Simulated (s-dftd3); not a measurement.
C4H3S, doublet, at a GFN2-xTB geometry; D3(op) for pbe0 run with s-dftd3.

Input for s-dftd3:
```
$ s-dftd3 mol.xyz --op pbe0 --json dftd3.json --noedisp --grad

# file mol.xyz
8

S     -0.00426082     0.01335767     1.14805323
C      0.01929047     1.29020021    -0.06753540
C     -0.01728820    -1.19482996    -0.08588622
C      0.01570540     0.73094110    -1.26843948
C     -0.00465609    -0.66848623    -1.33994694
H      0.03310944     2.31060780     0.24930890
H     -0.03364272    -2.22856990     0.19962805
H     -0.00960313    -1.24271139    -2.24694036
```

**Question.** Write the output that s-dftd3 gives for this input, abridged.

**Answer.** 
```
-----------------------------------
 s i m p l e   D F T - D 3  v1.4.0
-----------------------------------

Optimized power damping: pbe0-D3(op)
--------------------
   s6        0.8829
   s8        0.0000
   s9        0.0000
   a1        0.1500
   a1        4.7500
  alp       14.0000
 beta        6.0000
--------------------

Dispersion energy:      -3.0987808804456E-03 Eh

Gradient norm:           1.7623247210681E-03 Eh/a0
--------------------------------------------------
     #    Z           dE/dx      dE/dy      dE/dz
--------------------------------------------------
     1   16 S     5.824E-06  7.125E-05 -1.229E-03
     2    6 C    -6.268E-06 -4.353E-04 -3.906E-05
     3    6 C     7.769E-06  4.830E-04 -1.662E-04
     4    6 C    -7.699E-06 -3.465E-04  6.667E-04
     5    6 C     1.030E-06  2.513E-04  6.892E-04
     6    1 H    -2.019E-06 -1.225E-04  5.467E-05
     7    1 H     1.653E-06  1.219E-04  3.731E-05
     8    1 H    -2.894E-07 -2.317E-05 -1.349E-05
--------------------------------------------------

Virial:
--------------------------------------------------
      component           x          y          z
--------------------------------------------------
          x      -9.929E-07 -5.971E-05  2.892E-05
          y      -5.971E-05 -3.940E-03  4.126E-04
          z       2.892E-05  4.126E-04 -5.881E-03
--------------------------------------------------

[Info] JSON dump of results written to 'dftd3.json'
```
